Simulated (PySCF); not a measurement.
**SrS: from constants to spectrum**

RHF-CCSD(T) constants of SrS, ¹Σ⁺ (singlet), closed shell (Sr x2c-TZVPPall, S x2c-TZVPPall; spin-free X2C with a Gaussian nucleus (PySCF 2.14); masses 87.9056 and 31.9721 u):

* ωe: 383.3 cm⁻¹
* ωexe: 1.39 cm⁻¹
* Be: 0.11969 cm⁻¹
* αe: 0.000510 cm⁻¹
* D (centrifugal): 4.67e-08 cm⁻¹
* De to Sr + S: 3.14 eV

(1) Give the vibrational terms G(v) and spacings up to v = 6.

A state of this spin cannot dissociate to the ground-state fragments, so its own limit lies higher than the one that De refers to.

Measured values (Huber and Herzberg, Constants of Diatomic Molecules (1979)): ωe = 388.38 cm⁻¹, ωexe = 1.31 cm⁻¹, Be = 0.12072 cm⁻¹, αe = 0.00044 cm⁻¹.

Correlated steps freeze 14 core orbitals. Where the molecule has an RHF reference, its open-shell atoms are computed with UHF. The CCSD T1 diagnostic is raised, a sign that a single reference may not be enough here.

## Answers

(1) G(v) = ωe(v+½) − ωexe(v+½)².

```json
{"v": "0", "G(v) (cm⁻¹)": "191.3", "G(v) − G(v−1)": "", "Bv (cm⁻¹)": "0.1194"}
{"v": "1", "G(v) (cm⁻¹)": "571.8", "G(v) − G(v−1)": "380.5", "Bv (cm⁻¹)": "0.1189"}
{"v": "2", "G(v) (cm⁻¹)": "949.6", "G(v) − G(v−1)": "377.7", "Bv (cm⁻¹)": "0.1184"}
{"v": "3", "G(v) (cm⁻¹)": "1324.5", "G(v) − G(v−1)": "375.0", "Bv (cm⁻¹)": "0.1179"}
{"v": "4", "G(v) (cm⁻¹)": "1696.7", "G(v) − G(v−1)": "372.2", "Bv (cm⁻¹)": "0.1174"}
{"v": "5", "G(v) (cm⁻¹)": "2066.1", "G(v) − G(v−1)": "369.4", "Bv (cm⁻¹)": "0.1169"}
{"v": "6", "G(v) (cm⁻¹)": "2432.7", "G(v) − G(v−1)": "366.6", "Bv (cm⁻¹)": "0.1164"}
```
